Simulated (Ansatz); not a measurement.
Relaxation of CH4AlBrF2O (10 atoms, charge 0, multiplicity 1), to a largest force component of 0.03 eV/Å in at most 50 steps.

Level of theory: Ansatz 0.2.0, RKS PBE-D4/def2-SVP.

```xyz
10
Properties=species:S:1:pos:R:3
Al -1.329 0.791 -0.252
O 0.015 -0.018 0.650
C 0.371 -1.390 0.573
F -2.054 0.048 -1.556
F -1.933 2.212 0.366
H 1.606 1.346 -0.207
Br 1.871 2.347 -1.276
H 0.801 -1.670 -0.418
H 1.142 -1.599 1.347
H -0.491 -2.067 0.773
```

Q: Where does it end, and by what steps?

A: The forces met the threshold. The force dipped under the threshold on the way, but the program's further checks kept it going. After 18 steps the energy has fallen by 1.694 eV; Br7 moved furthest, 1.09 Å. Parted: H6–Br7 (1.49 → 2.81 Å). Joined: Al1–Br7 (3.70 → 2.29 Å), O2–H6 (2.26 → 0.98 Å).

```csv
step,energy less start (eV),largest force component (eV/Å),accepted
0,0.0000,1.429,yes
1,-0.1824,0.759,yes
2,-0.3054,0.387,yes
3,-0.4515,0.598,yes
4,-0.5718,0.761,yes
5,-0.7358,1.183,yes
6,-1.1040,1.356,yes
7,-1.0744,5.195,no
8,-1.3310,0.952,yes
9,-1.4808,0.681,yes
10,-1.5925,0.570,yes
11,-1.6465,0.184,yes
12,-1.6766,0.501,yes
13,-1.6789,0.289,yes
14,-1.6907,0.120,yes
15,-1.6923,0.067,yes
16,-1.6933,0.018,yes
17,-1.6937,0.030,yes
18,-1.6938,0.024,yes
```

```xyz
10
Properties=species:S:1:pos:R:3
Al -0.799 1.206 -0.550
O 0.422 0.155 0.547
C 0.396 -1.296 0.523
F -1.496 -0.064 -1.406
F -1.795 2.016 0.527
H 1.328 0.500 0.393
Br 0.831 2.438 -1.587
H 0.847 -1.680 -0.413
H 0.933 -1.684 1.410
H -0.666 -1.591 0.557
```

Whether the end is a true minimum wasn't checked by a vibrational analysis.

Time of the run: 17 s on 4 threads of Intel(R) Xeon(R) 6975P-C (Granite Rapids) (shared host), peak memory 0.21 GiB.
